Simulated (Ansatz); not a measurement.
Energy needed to pull apart H2TeSe (SMILES [SeH][TeH]), closed shell, into free ground-state atoms, from the structure below (displaced at random from a GFN2-xTB minimum); no zero-point or spin–orbit terms; open-shell atoms are treated unrestricted, in their ground-state multiplicity.

```xyz
4
angstrom
Se 0.4018 -1.1764 0.6680
Te 0.4801 1.2581 0.1472
H -0.8059 -1.4440 1.2612
H -0.4620 1.2855 -1.4737
```

Computed with Ansatz 0.2.0 (basis: def2-TZVPP); correlated methods freeze the cores. Filled d shells of the heavier atoms are correlated. Core potentials replace the inner electrons of the atoms past krypton. The def2 sets are not built for correlating such inner shells, so the correlated values are less sure here.

```
   method  atomization energy (eV)
   PBE-D4                        ?
r2SCAN-D4                     8.29
   B97M-V                        ?
  PBE0-D4                     8.21
  LC-wPBE                     7.72
  wB97M-V                     8.07
       HF                     4.66
      MP2                     7.82
     CCSD                     7.71
  CCSD(T)                     7.95
```

Question: What does PBE-D4 give? (To be estimated.)

Answer: The calculation gives: 8.53 eV, which is about 0.57 eV more than CCSD(T)/def2-TZVPP.

Question: What does B97M-V give? (To be estimated.)

Answer: Computed: 8.34 eV, which is about 0.39 eV more than CCSD(T)/def2-TZVPP.

In triple zeta the MP2 and coupled-cluster atomization energies are still short of their basis limit by a few kcal/mol a bond, whereas those of the functionals are nearly converged, so these differences are not deviations from converged CCSD(T).

No T1 diagnostic of these runs exceeds 0.011.

For scale, one of the runs: CCSD(T)/def2-TZVPP forces, 126 basis functions (an equivalent command: `ansatz run in.yaml --threads 4`). The run took 52 s on 4 CPU threads (shared host), with 1.1 GiB of host memory at its peak.
